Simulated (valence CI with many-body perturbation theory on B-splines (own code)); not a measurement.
Results of a calculation; reference values are marked as such.
**Sensitivity of CI+MBPT for Sc VII**

Level of theory: relativistic CI+MBPT: five valence electrons over a frozen Dirac-Fock core [Ne], a basis of 6 s, 6 p, 5 d, 3 f, 1 g functions for each j, with the one-electron correlation potential Σ1, the two-electron term Σ2, the three-electron term Σ3, Breit, model QED; selected CI, second order for the rest, scaled by the run's own slope (own B-spline code, finite nucleus).

No measured levels were compared; by estimate levels hold to about 100 cm⁻¹ or 0.05 % of their energy and the worst to 300 or 400 cm⁻¹, as in measured light ions of charge 2 to 7. Among the levels kept, up to 1400 cm⁻¹ of a level comes from second order outside the variational space, and about a tenth of that is noise between levels of different J, which matters for small intervals.

The reference run has the lowest level 3s2.3p3 4S°_3/2 and an ionisation energy of 136.568 eV. Its largest variational space holds 9985 state functions.

Names give the largest LS component (configuration and term), which can be under half, so a name can repeat, a term be missing and a line seem to break the LS rules; names also repeat where a configuration has a term twice.

Changed runs:
A. scale of Σ2 1 → 0.5
B. lowest core n in screening and Σ2 1 → 4
C. logarithmic knot step 0.27 → 0.2
D. scale of Σ1 1 → 2 (bad on purpose)

Excitation energies of the reference run in cm⁻¹, and shifts in cm⁻¹:

| Level | Reference | A | C | D |
| --- | --- | --- | --- | --- |
| 3s2.3p3 2D°_3/2 | 29964 | +147 | 0 | +54 |
| 3s2.3p3 2D°_5/2 | 30638 | +142 | 0 | +67 |
| 3s2.3p3 2P°_1/2 | 49906 | +211 | 0 | +92 |
| 3s2.3p3 2P°_3/2 | 50814 | +204 | +0.1 | +109 |
| 3s.3p4 4P_5/2 | 174997 | -172 | +1.1 | -121 |
| 3s.3p4 4P_3/2 | 177708 | -178 | +1.2 | -89 |
| 3s.3p4 4P_1/2 | 179135 | -181 | +1.3 | -76 |
| 3s.3p4 2D_3/2 | 217258 | +114 | +1.1 | -27 |
| 3s.3p4 2D_5/2 | 217560 | +113 | +1.2 | -20 |
| 3s2.3p2.3d 2P_3/2 | 250663 | +442 | +0.9 | +22 |
| 3s2.3p2.3d 2P_1/2 | 253249 | +450 | +1.0 | +48 |
| 3s.3p4 2S_1/2 | 262470 | +482 | +1.1 | +77 |
| Ionisation energy (eV) | 136.568 | +0.071 | +9.3e-05 | +0.423 |

Run B: It gave no result: the setting left no core shell for the response of the core. The program said: "need at least one array to concatenate".
